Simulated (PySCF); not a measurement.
A structure optimised at B3LYP-D3(BJ)/def2-SVP, used in a PySCF frequency run:

```xyz
12

C     -1.3880    -0.1689    -1.5515
Si    -0.3518    -0.0372     0.0000
C     -1.3880    -0.1689     1.5515
S      0.8540     1.7583     0.0000
Cl     1.0446    -1.5884     0.0000
H     -2.1138     0.6595    -1.6017
H     -0.7501    -0.1244    -2.4468
H     -1.9465    -1.1190    -1.5633
H     -0.7501    -0.1244     2.4468
H     -1.9465    -1.1190     1.5633
H     -2.1138     0.6595     1.6017
H     -0.2205     2.5843     0.0000
```

**Question.** Write its SMILES, formula and point group.

**Answer.** C[Si](C)(S)Cl, C2H7ClSSi, Cs

**Question.** What are its rotational constants (standard atomic weights)?

**Answer.** 2.4239, 1.8083, 1.5408 GHz
